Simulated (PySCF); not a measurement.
**Broadened absorption spectrum of C3H7NO2Si**

Species: C₃H₇NO₂Si.
SMILES: `CC(=O)O/C=N/[SiH3]`

Method: TDDFT CAM-B3LYP/def2-SVPD, vertical, gas phase, core orbitals frozen in the response in PySCF. The structure is a single GFN2-xTB conformer in the gas phase; no vibrational or solvent corrections. Torsions of this conformer, `[CH3:1][C:2](=[O:3])[O:4]/[CH:5]=[N:6]/[SiH3:7]`: C1–C2–O4–C5 176°, C2–O4–C5–N6 -6°.

Broadening: Gaussians 0.3 eV wide at half height, area fixed by f = 4.319×10⁻⁹ ∫ε dν̃. The width is an assumption, not a result. The curve ends short of the highest state used, and states not computed would add to its high-energy end.

(E (eV), ε (L mol⁻¹ cm⁻¹)): (4.04, 0), (4.15, 1), (4.25, 4), (4.36, 13), (4.47, 21), (4.58, 17), (4.68, 7), (4.79, 1), (4.90, 0), (5.01, 0), (5.11, 0), (5.22, 2), (5.33, 14), (5.44, 45), (5.54, 69), (5.65, 55), (5.76, 20), (5.87, 4), (5.98, 1), (6.08, 5), (6.19, 61), (6.30, 380), (6.41, 1132), (6.51, 1612), (6.62, 1468), (6.73, 3474), (6.84, 13973), (6.94, 28650), (7.05, 31192), (7.16, 16655)

(1) Locate the maxima and give the states behind the curve.

(2) Coming from long wavelengths, where does ε first pass 100 L mol⁻¹ cm⁻¹?

(3) On this curve, what absorbance would a 10⁻⁵ mol/L sample give at 280 nm over a 1 cm path?

## Answers

(1) 276 nm (4.49 eV), ε about 22, made up of S1 (100%); 223 nm (5.56 eV), ε about 70, made up of S2 (100%); 190 nm (6.52 eV), ε about 1600, made up of S3 (99%); 177 nm (7.01 eV), ε about 33000, made up of S4 (100%) (ε in L mol⁻¹ cm⁻¹; maxima over ε = 5, shares over 10%). The states used: S1 4.49 eV (f 0.0002); S2 5.56 eV (f 0.0008); S3 6.52 eV (f 0.018); S4 7.01 eV (f 0.366); S5 7.18 eV (f 0.0002); S6 7.41 eV (f 0.046); S7 7.61 eV (f 0.073); S8 7.76 eV (f 0.0066).

(2) At about 199 nm (6.22 eV), 1.73 eV above S1.

(3) 280 nm is 4.428 eV, where ε is about 19 L mol⁻¹ cm⁻¹, so A = ε c l ≈ 0.00019 (Beer–Lambert, with the gas-phase spectrum and the assumed width).

Hardware: one thread, Arm Neoverse V2, no GPU, shared host. Cost: 40 s wall.
